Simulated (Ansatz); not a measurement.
Relaxation of CH₈OSi₂Sn (13 atoms, charge 0, multiplicity 1), to a largest force component of 0.015 eV/Å in at most 40 steps.

Computed with RKS LDA/def2-SVP (Ansatz 0.2.0).

```xyz
13
Properties=species:S:1:pos:R:3
C -1.402 0.666 1.459
O -0.929 -0.535 1.823
Sn -0.628 -0.442 3.773
Si 1.266 1.074 4.384
Si -0.684 1.853 4.854
H -2.379 0.911 2.023
H -0.709 1.533 1.684
H -1.675 0.732 0.361
H -0.491 -1.979 4.662
H 2.084 0.636 5.459
H 1.873 1.693 3.103
H -1.019 1.821 6.295
H -1.207 2.929 3.902
```

Q: Where does it end, and by what steps?

A: The run converged. After 17 steps the energy has fallen by 0.886 eV; H11 moved furthest, 0.76 Å.

| step | energy less start (eV) | largest force component (eV/Å) | accepted |
| --- | --- | --- | --- |
| 0 | 0.0000 | 2.539 | yes |
| 1 | -0.6683 | 0.864 | yes |
| 2 | -0.8153 | 0.420 | yes |
| 3 | -0.8352 | 0.189 | yes |
| 4 | -0.8504 | 0.152 | yes |
| 5 | -0.8531 | 0.376 | yes |
| 6 | -0.8659 | 0.088 | yes |
| 7 | -0.8723 | 0.043 | yes |
| 8 | -0.8692 | 0.210 | no |
| 9 | -0.8772 | 0.146 | yes |
| 10 | -0.8817 | 0.134 | yes |
| 11 | -0.8839 | 0.064 | yes |
| 12 | -0.8846 | 0.041 | yes |
| 13 | -0.8854 | 0.020 | yes |
| 14 | -0.8859 | 0.019 | yes |
| 15 | -0.8861 | 0.018 | yes |
| 16 | -0.8862 | 0.018 | yes |
| 17 | -0.8863 | 0.011 | yes |

```xyz
13
Properties=species:S:1:pos:R:3
C -1.553 0.664 1.380
O -1.335 -0.535 2.045
Sn -0.438 -0.493 3.825
Si 1.445 1.182 4.356
Si -0.723 1.758 5.022
H -2.258 1.352 1.917
H -0.615 1.250 1.188
H -2.008 0.444 0.386
H -0.461 -2.139 4.300
H 2.191 0.530 5.494
H 2.367 2.058 3.544
H -1.176 2.210 6.388
H -1.334 2.613 3.937
```

Whether the end is a true minimum wasn't checked by a vibrational analysis.

Run time: 41 s on 2 threads of Arm Neoverse V1, on a shared host, peak memory 0.18 GiB.
